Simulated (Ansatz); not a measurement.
A nudged elastic band was laid between two geometries of C$_{2}$H$_{7}$AlOSi (12 atoms, charge 0, multiplicity 1).

Theory: Ansatz, RKS BHLYP/def2-SVP.

* movable images: 7
* climbing image: yes
* spring: 5.0 eV/Å²
* optimiser: quadratic models (default)
* start path: through a guess of the saddle point
* force threshold: 0.03 eV/Å
* iteration limit: 60
* end points: relaxed

Initial state:

```xyz
12
Properties=species:S:1:pos:R:3
Al 1.218 0.893 1.206
C -0.089 -0.223 0.255
Si -1.777 0.149 -0.473
C 0.840 -1.128 -0.422
O 1.097 0.255 -0.653
H 0.923 2.431 1.329
H 2.391 0.137 1.933
H -2.783 -0.595 0.320
H -1.848 -0.285 -1.890
H -2.052 1.599 -0.381
H 1.620 -1.641 0.141
H 0.537 -1.647 -1.330
```

Final state:

```xyz
12
Properties=species:S:1:pos:R:3
Al 1.248 0.827 1.272
C 0.059 0.042 -0.051
Si -1.713 0.235 -0.624
C 0.545 -1.349 0.222
O 1.022 -0.468 -1.083
H 0.688 0.920 2.738
H 2.712 1.184 0.840
H -2.602 -0.011 0.531
H -1.953 -0.765 -1.698
H -1.970 1.590 -1.168
H 1.480 -1.336 0.846
H 0.561 -0.926 -1.792
```

(1) What changes between the two ends?

(2) What energy profile does the band end with?

(3) What is the geometry of the highest image?

Answers

(1) Bonds broken: Al1–O5, C4–H12. Bonds formed: O5–H12.

(2) The forces met the threshold. The highest image is number 5 of 0 to 8, 364.5 kJ/mol above the first end and 34.6 kJ/mol above the last; the last end lies 329.9 kJ/mol above the first. Neighbouring images differ by up to 2.3 eV, so the band resolves the path poorly. A vibrational analysis at the climbing image gives one clearly imaginary mode, 1253i cm⁻¹: a first-order saddle point. The orbitals stay closed-shell, which can raise the energy where a bond breaks towards radicals; this wasn't checked here.

| image | path coordinate (Å) | energy (kJ/mol) | Al1–O5 (Å) | C4–H12 (Å) | O5–H12 (Å) |
| --- | --- | --- | --- | --- | --- |
| 0 | 0.00 | 0.0 | 1.97 | 1.09 | 2.10 |
| 1 | 0.59 | 1.7 | 1.98 | 1.09 | 2.10 |
| 2 | 1.18 | 16.9 | 2.17 | 1.09 | 2.11 |
| 3 | 1.77 | 29.4 | 2.52 | 1.09 | 2.07 |
| 4 | 2.36 | 144.0 | 2.52 | 1.09 | 1.68 |
| 5 | 2.95 | 364.5 | 2.74 | 1.40 | 1.09 |
| 6 | 3.68 | 335.1 | 2.81 | 2.03 | 0.96 |
| 7 | 4.41 | 332.0 | 2.78 | 2.07 | 0.96 |
| 8 | 5.14 | 329.9 | 2.70 | 2.06 | 0.96 |

(3) 
```xyz
12
Properties=species:S:1:pos:R:3
Al 1.120 0.950 1.311
C 0.127 -0.110 -0.025
Si -1.661 0.225 -0.527
C 0.588 -1.520 -0.169
O 1.045 -0.220 -1.165
H 0.377 1.981 2.240
H 2.656 0.639 1.440
H -2.543 -0.187 0.592
H -1.986 -0.543 -1.750
H -1.869 1.671 -0.787
H 1.498 -1.740 0.403
H 0.725 -1.202 -1.529
```

The run took 4 min on 2 threads of Intel(R) Xeon(R) 6975P-C (Granite Rapids), with other jobs on the host, peak memory 0.29 GiB.
